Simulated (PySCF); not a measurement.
oxepine (C6H6O), SMILES C1=CC=COC=C1. Geometry optimised at PBE0-D3(BJ)/def2-SVP.

Computed equilibrium geometry at PBE0-D3(BJ)/def2-SVP (PySCF confirms it by a frequency run) as bond lengths and angles, and its point group:
point group Cs.
Atoms: C1 C2 C3 C4 O5 C6 C7 H8 H9 H10 H11 H12 H13. Bonds (Å): C1–C2 1.355, C1–C7 1.451, C1–H8 1.094, C2–C3 1.451, C2–H9 1.094, C3–C4 1.342, C3–H10 1.094, C4–O5 1.375, C4–H11 1.096, O5–C6 1.375, C6–C7 1.342, C6–H12 1.096, C7–H13 1.094. Angles (°): C2–C1–C7 124.4, C2–C1–H8 118.3, C7–C1–H8 117.0, C1–C2–C3 124.4, C1–C2–H9 118.3, C3–C2–H9 117.0, C2–C3–C4 124.8, C2–C3–H10 118.2, C4–C3–H10 116.9, C3–C4–O5 123.2, C3–C4–H11 122.6, O5–C4–H11 114.1, C4–O5–C6 112.1, O5–C6–C7 123.2, O5–C6–H12 114.1, C7–C6–H12 122.6, C1–C7–C6 124.8, C1–C7–H13 118.2, C6–C7–H13 116.9.
